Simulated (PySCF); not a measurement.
Run record for `C#C[Si@@H](N)OC=C`: PBE0/cc-pVDZ, full TDDFT, 1 singlet.

Method: TDDFT PBE0/cc-pVDZ, vertical, gas phase, core orbitals frozen in the response (PySCF 2.14.0, density-fitted response routines). Geometry: GFN2-xTB. The input is one job of a driver script: a line of settings, then coordinates in Å.

Command:
```bash
OMP_NUM_THREADS=1 python probes_run.py task.json out
```

Input:
```
{"job": {"kind": "uv", "xc": "PBE0", "basis": "cc-pVDZ", "nstates": 1, "ntriplets": 0, "tda": false}, "charge": 0, "multiplicity": 1}
C      2.377706    -1.648055     1.045093
C      1.725988    -0.666485     0.809017
Si     0.638494     0.801510     0.481924
N      1.432524     1.827274    -0.639897
O     -0.704544     0.397056    -0.353210
C     -1.530828    -0.652880    -0.224487
C     -2.711055    -0.707213    -0.817565
H      2.963066    -2.500507     1.241082
H      0.236298     1.367117     1.777608
H      2.270442     2.302808    -0.355504
H      0.874213     2.409372    -1.241929
H     -1.161034    -1.466458     0.391423
H     -3.069668     0.104489    -1.425495
H     -3.342280    -1.568502    -0.710225
```

Q: Predict the output.

A: 
```
coarse grid: 12456 points
cycle   1  E = -575.4889403884  dE =  1.013e+00  |g| = 7.456e-01  |ddm| = 7.244e+00
cycle   2  E = -575.3995188730  dE =  8.942e-02  |g| = 1.005e+00  |ddm| = 2.524e+00
cycle   3  E = -575.6043857930  dE = -2.049e-01  |g| = 1.312e-01  |ddm| = 1.405e+00
cycle   4  E = -575.6076849292  dE = -3.299e-03  |g| = 5.266e-02  |ddm| = 2.376e-01
cycle   5  E = -575.6082451691  dE = -5.602e-04  |g| = 2.576e-02  |ddm| = 9.596e-02
cycle   6  E = -575.6084108741  dE = -1.657e-04  |g| = 6.173e-03  |ddm| = 3.737e-02
cycle   7  E = -575.6084189074  dE = -8.033e-06  |g| = 2.340e-03  |ddm| = 1.031e-02
final grid: 116568 points
cycle   8  E = -575.6225163325  dE = -1.269e-05  |g| = 1.112e-02  |ddm| = 5.301e-02
cycle   9  E = -575.6224732745  dE =  4.306e-05  |g| = 1.801e-02  |ddm| = 3.787e-02
cycle  10  E = -575.6225425655  dE = -6.929e-05  |g| = 2.249e-03  |ddm| = 2.340e-02
cycle  11  E = -575.6225437616  dE = -1.196e-06  |g| = 5.296e-04  |ddm| = 3.419e-03
cycle  12  E = -575.6225438291  dE = -6.744e-08  |g| = 1.800e-04  |ddm| = 9.097e-04
cycle  13  E = -575.6225438363  dE = -7.174e-09  |g| = 6.102e-05  |ddm| = 2.904e-04
cycle  14  E = -575.6225438371  dE = -8.658e-10  |g| = 1.358e-05  |ddm| = 1.058e-04
converged SCF energy = -575.6225438371

Static polarisability (au): isotropic 69.869, principal 45.884 71.943 91.779

Singlet excitations
state   eV       nm        f      main configurations
  1   5.4416    227.8   0.00062   H->L 0.99
```

The SCF starts on a coarse grid where the log names one; the energy can jump when the final grid takes over, and dE then counts from the start density on the new grid. H and L stand for HOMO and LUMO; the number after each pair is its weight.

Q: How does the lowest singlet excitation compare with the HOMO–LUMO gap?

A: HOMO -6.60 eV and LUMO -0.13 eV give a gap of 6.47 eV; S1 at 5.44 eV lies 1.03 eV below it.

Q: Give S1 in cm⁻¹ and kJ/mol.

A: 5.4416 eV × 8065.54 = 43889 cm⁻¹; × 96.485 = 525.0 kJ/mol.

In short: SCF converged in 14 cycles with 137 basis and 773 fitting functions; HOMO -6.60 eV, LUMO -0.13 eV; lowest singlet 5.44 eV; mean polarisability 69.9 au.

The run took about 30 s of CPU time (one thread, shared machine).

Shape of the structure used: `[CH:1]#[C:2][Si@@H:3]([NH2:4])[O:5][CH:6]=[CH2:7]`: C2–Si3–O5–C6 42°, Si3–O5–C6–C7 167°, H–N4–Si3–C2 -67°, H–N4–Si3–C2 152°.

One conformer stands for the species.
